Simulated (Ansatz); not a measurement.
Geometry optimisation, RKS B3LYP-D4/def2-SVP in Ansatz 0.2.0.

input.yaml

```yaml
crystal:
  periodic: [false, false, false]
  atoms:
    - { symbol: C, position_ang: [2.0573, 0.7321, -1.2981] }
    - { symbol: C, position_ang: [1.0176, 0.595, -0.6509] }
    - { symbol: C, position_ang: [-0.1759, 0.396, 0.1149] }
    - { symbol: Si, position_ang: [-0.7239, -1.2449, 0.4127] }
    - { symbol: C, position_ang: [-0.754, 1.4026, 0.6308] }
    - { symbol: O, position_ang: [-1.3179, 2.3432, 1.1223] }
    - { symbol: H, position_ang: [2.9115, 0.9439, -1.8906] }
    - { symbol: H, position_ang: [-2.142, -1.3658, -0.1181] }
    - { symbol: H, position_ang: [-0.8201, -1.5596, 1.9085] }
    - { symbol: H, position_ang: [0.0305, -2.2936, -0.2286] }
basis:
  gaussian: { orbitals: def2-SVP }
hamiltonian:
  xc: b3lyp
  dispersion: d4
relax:
  f_tol: 0.02
  max_steps: 50
```

Command:

```bash
$ ansatz run input.yaml --threads 2 --pin off --max-ram 3072MiB --backend cpu --events-out ev --progress --plain --runs-dir out
```

**Question.** Where does it end, and by what steps?

**Answer.** The run converged. The force dipped under the threshold on the way, but the program's further checks kept it going. After 25 steps the energy has fallen by 0.612 eV; H9 moved furthest, 1.14 Å.

```tsv
step	energy less start (eV)	largest force component (eV/Å)	accepted
0	0.0000	6.211	yes
1	-0.4597	1.344	yes
2	-0.5285	0.348	yes
3	-0.5396	0.155	yes
4	-0.5414	0.101	yes
5	-0.5441	0.114	yes
6	-0.5451	0.020	yes
7	-0.5452	0.010	yes
8	-0.5452	0.007	yes
9	-0.5452	0.014	yes
10	-0.5454	0.026	yes
11	-0.5415	0.299	no
12	-0.5458	0.046	yes
13	-0.5486	0.103	yes
14	-0.5505	0.279	yes
15	-0.5568	0.188	yes
16	-0.5770	0.048	yes
17	-0.5847	0.226	yes
18	-0.5935	0.233	yes
19	-0.6015	0.140	yes
20	-0.6070	0.110	yes
21	-0.6101	0.051	yes
22	-0.6111	0.120	yes
23	-0.6120	0.064	yes
24	-0.6121	0.029	yes
25	-0.6122	0.019	yes
```

```xyz
10
Properties=species:S:1:pos:R:3
C 1.832 0.788 -1.606
C 0.965 0.662 -0.764
C -0.054 0.437 0.202
Si -0.797 -1.287 0.417
C -0.522 1.407 0.982
O -0.967 2.212 1.688
H 2.598 0.911 -2.347
H -1.425 -1.723 -0.860
H -1.823 -1.210 1.496
H 0.275 -2.248 0.795
```

Time of the run: 79 s on 2 threads of Arm Neoverse V1, with other jobs on the host, peak memory 0.24 GiB.
